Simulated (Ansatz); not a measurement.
Consider the homolysis of the H–Si bond: `C=C[SiH2]Cl` → H• + `C=C[SiH]Cl`•.

Gas-phase electronic energies from Ansatz, PBE0-D4/def2-TZVP geometries. CCSD(T)/CBS adds triple-zeta CCSD(T) − MP2 to the extrapolated MP2 energy (def2 sets, frozen cores). This one scheme is used for every species, atoms too. DFT in def2-TZVPP. B3LYP here is the variant with VWN-RPA as its local correlation; programs differ in this. No spin–orbit coupling; open shells (•) take unrestricted orbitals. Each species was taken in one conformer, which may not be the lowest.

`C=C[SiH2]Cl`:

Z-matrix (Å, degrees):
```
Si
C 1 1.848
Cl 1 2.061 2 110.3
H 1 1.483 2 111.9 3 118.2
H 1 1.483 2 109.2 3 -118.9
C 2 1.330 1 121.7 3 118.7
H 2 1.088 1 119.5 3 -61.9
H 6 1.087 2 121.7 1 -1.0
H 6 1.086 2 122.2 1 179.1
```

`C=C[SiH]Cl`•:

Z-matrix (Å, degrees):
```
C
C 1 1.335
H 1 1.087 2 121.9
H 1 1.086 2 122.0 3 -179.6
Si 2 1.841 1 122.0 3 -4.6
H 2 1.088 1 119.1 3 -179.7
Cl 5 2.059 2 111.3 1 142.2
H 5 1.489 2 111.0 1 20.7
```

```
        level  ΔE (kJ/mol)
     B3LYP-D4        390.9
       revPBE        364.6
         BLYP        378.3
       r2SCAN        377.2
      r2SCANh        378.9
CCSD/def2-SVP        386.8
HF/def2-QZVPP        317.8
MP2/CBS(def2)        413.3
```

Problem. What does CCSD(T)/CBS give? (Best estimate.)

Solution. Ansatz gave: +406.7 kJ/mol. The listed levels differ from it by -15.8, -42.1, -28.4, -29.5, -27.8, -19.9, -88.9, 6.6 kJ/mol.

Largest T1 diagnostic among the species: 0.026.

At CCSD(T), def2-SVP lies −19.9 kJ/mol from the extrapolated value and def2-TZVPP −7.4 kJ/mol: correlation converges slowly with the basis, and small sets miss more of it in the bonded molecule than in its fragments. From BLYP to BHLYP (50 % exact exchange), in def2-TZVPP and without D4, ΔE moves by +17.4 kJ/mol. Leaving LDA and LC-ωPBE aside and taking each functional with its dispersion term where it has one, the values, not all of them listed here, spread over 36.9 kJ/mol, from revPBE-D4 to ωB97M-V. LDA lies +37.5 kJ/mol from PBE without D4, its usual overbinding.
